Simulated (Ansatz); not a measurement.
**Worked example: the barrier**

An elementary step of SiH2F3, doublet (SiF₃ ([F][Si]([F])[F]) + H₂ → SiHF₃ ([F][SiH]([F])[F]) + H; bonds formed: H1–Si3; bonds broken: H1–H2). “Start” is the structure reached by relaxing down from the saddle towards the reactants; PBE0-D4/def2-TZVP structures. The saddle:

```xyz
6
angstrom
H -1.0004 -0.3631 0.4907
H -1.9281 -0.7000 0.9463
Si 0.3757 0.1364 -0.1844
F 1.1497 1.1097 0.7841
F 0.0888 0.9052 -1.5302
F 1.3144 -1.0881 -0.5065
```

Computed with Ansatz 0.2.0 (basis: def2-TZVPP and def2-QZVPP); correlated methods freeze the cores; orbitals are unrestricted.

Energies in eV:

| quantity | saddle | start |
| --- | --- | --- |
| Hartree–Fock, triple zeta (X = 3) | -16018.50903 | -16019.25533 |
| Hartree–Fock, quadruple zeta (X = 4) | -16019.18674 | -16019.94473 |
| MP2 correlation, X = 3 | -23.75992 | -23.65365 |
| MP2 correlation, X = 4 | -26.03883 | -25.91508 |
| CCSD(T) correlation, X = 3 | -24.72481 | -24.56819 |

Work out the barrier at the basis limit: extrapolate Hartree–Fock as E(X) = E∞ + A exp(−7.88 √X) and the MP2 correlation as E(X) = E∞ + B X^−2.97 (the exponents that Neese and Valeev fitted for def2-TZVPP and QZVPP), then add CCSD(T) − MP2 in triple zeta.

Each step is linear, so take the differences first (saddle − start): Hartree–Fock 0.74630 (X = 3) and 0.75799 (X = 4); MP2 correlation -0.10627 and -0.12375; CCSD(T) correlation -0.15662.
Two points give E∞ = E(4) + w [E(4) − E(3)], with w = 1/(exp(7.88 (2 − √3)) − 1) = 0.1377 for Hartree–Fock and w = 1/((4/3)^2.97 − 1) = 0.7407 for the correlation.
Hartree–Fock: 0.75799 + 0.1377 × 0.01169 = 0.7596 eV.
MP2 correlation: -0.12375 + 0.7407 × (-0.01748) = -0.1367 eV.
CCSD(T) − MP2: -0.15662 − (-0.10627) = -0.0504 eV.
Sum: 0.7596 + (-0.1367) + (-0.0504) = 0.5725 eV, or 13.20 kcal/mol. Plain CCSD(T) in triple zeta gives 0.5897 eV, so the larger basis shifts the result by -0.0172 eV.

The T1 diagnostic stays at or below 0.014. ⟨S²⟩ of the unrestricted Hartree–Fock references: 0.75 to 0.77 (a pure state has 0.75).

Radical steps of this kind take place in plasma deposition and etching.

Labels in which every atom is bracketed show which atoms are joined, not bond orders.

For scale, one of the runs: CCSD(T)/def2-TZVPP, 163 basis functions (an equivalent command: `ansatz run in.yaml --threads 4`). The run took 2.4 min on 4 CPU threads (shared host), with 3.4 GiB of host memory at its peak.
